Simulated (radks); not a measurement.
Results of a calculation; reference values are marked as such.
Question: Spherical quantum dot in the effective-mass picture: electrons in a hard-walled sphere of radius 1.69, with a point charge +2 (a donor) at the centre, all in effective atomic units (hartree* = m*/eps^2 hartree, bohr* = eps/m* bohr), one dielectric constant everywhere. Level of theory: non-relativistic Kohn-Sham, PBE, spin-polarised, spherical densities (a radial shooting solver with Libxc functionals). Levels are named by radial order and angular momentum (1s, 1p, 1d, 2s, ...), and open shells are averaged over m. Results are scaled to m* = 0.084 and eps = 6.8, for which hartree* = 49.43 meV and bohr* = 4.284 nm. At N = 17 the configuration is 1s2 1p6 1d(up 5, down 4). Does electron 18 go into 2s down or 1d down or 2s up?

Answer: Into 1d down. The total energies of the other choices lie higher by 7.85 meV (2s up), 8.64 meV (2s down).
